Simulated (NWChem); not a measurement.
A series in which one site is exchanged, each optimised at PBE0/def2-SVP with NWChem, gas phase unless a solvent is named. This build's default masses of Se (78.918 u) and Br (79.917 u) are each other's, which moves their modes by up to 0.6 %.

A: C1C(C)C1 (C₄H₈; site = H)
B: CC1(Br)CC1 (C$_{4}$H$_{7}$Br; site = Br)
C: CC1(F)CC1 (C4H7F; site = F)
D: CC1(Cl)CC1 (C$_{4}$H$_{7}$Cl; site = Cl)

| quantity | A | B | C | D |
|---|---|---|---|---|
| dipole (D), PBE0/def2-SVP | (withheld) | 1.90 | 1.61 | 1.84 |
| orbital gap (eV), PBE0/def2-SVP | (withheld) | 7.57 | 9.64 | 8.66 |
| static polarisability, PBE/def2-SVPD (bohr³) | (withheld) | 71.4 | 50.2 | 63.5 |
| SMD solvation free energy in water, PBE0/def2-SVP (kcal/mol) | (withheld) | -0.8 | -0.3 | -0.5 |
| SMD solvation free energy in n-hexane, PBE0/def2-SVP (kcal/mol) | -3.6 | -5.1 | -3.6 | -4.5 |

Problem. Complete the blanks.

Solution. 
- dipole (D), PBE0/def2-SVP, A: 0.14
- orbital gap (eV), PBE0/def2-SVP, A: 9.96
- static polarisability, PBE/def2-SVPD (bohr³), A: 49.7
- SMD solvation free energy in water, PBE0/def2-SVP (kcal/mol), A: 0.7
